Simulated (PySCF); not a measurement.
C₅H₄F₂O.

```xyz
12

C      3.4203     0.1135     0.0000
C      2.1128     0.0316     0.0000
C      0.8135    -0.0838     0.0000
C     -0.2285    -1.1853     0.0000
C     -1.1985     0.0033     0.0000
F     -1.9837     0.1386    -1.0786
F     -1.9837     0.1386     1.0786
O     -0.1567     0.9416     0.0000
H      3.9951     0.1524     0.9341
H      3.9951     0.1524    -0.9341
H     -0.2743    -1.8043     0.9059
H     -0.2743    -1.8043    -0.9059
```

Coordinates come from a B3LYP-D3(BJ)/def2-SVP optimisation. The structure was generated by enumeration, and PubChem lists no compound with its InChIKey, so it may never have been made.

Level of theory: PBE/pcSseg-1 (PySCF). Non-relativistic, no solvent.

**Question.** Give the absolute GIAO shielding of each atom: isotropic value and principal components (ppm). (Estimate from the structure and the level; the computed values follow.)

**Answer.** 
| atom | σ(iso) | σ11 | σ22 | σ33 | span |
|---|---|---|---|---|---|
| C1 | 78.2 | -8.0 | 81.6 | 160.9 | 168.9 |
| C2 | -27.4 | -51.7 | -42.8 | 12.4 | 64.1 |
| C3 | 50.9 | -12.5 | 45.6 | 119.5 | 132.0 |
| C4 | 134.0 | 111.9 | 122.4 | 167.6 | 55.7 |
| C5 | 48.2 | 25.3 | 40.5 | 78.8 | 53.4 |
| F6 | 233.9 | 166.4 | 221.0 | 314.4 | 148.0 |
| F7 | 233.9 | 166.4 | 221.0 | 314.4 | 148.0 |
| O8 | 107.0 | 27.4 | 106.3 | 187.5 | 160.1 |
| H9 | 25.1 | 23.5 | 24.0 | 27.9 | 4.4 |
| H10 | 25.1 | 23.5 | 24.0 | 27.9 | 4.4 |
| H11 | 27.5 | 25.6 | 25.9 | 31.2 | 5.5 |
| H12 | 27.5 | 25.6 | 25.9 | 31.2 | 5.5 |
